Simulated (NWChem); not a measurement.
NbSF₃; SMILES [F][Nb]([F])([F])=[S]

Program: NWChem. def2 effective core potentials on Nb; no spin-orbit coupling. B3LYP is NWChem's, with the RPA form of VWN correlation. Each level has its own optimisation; frequencies are unscaled.

For level B3LYP/3-21G (all-electron, non-relativistic):

```
Item                               Value
---------------------------------  -----
r Nb–S (Å)                         2.199
highest harmonic frequency (cm⁻¹)    769
lowest (cm⁻¹)                        142
```

Q: Estimate the same quantities for level PBE0/def2-SVP (core potentials).

A: The r Nb–S (Å) is 2.128, the highest harmonic frequency (cm⁻¹) is 740 and the lowest (cm⁻¹) comes out as 166.
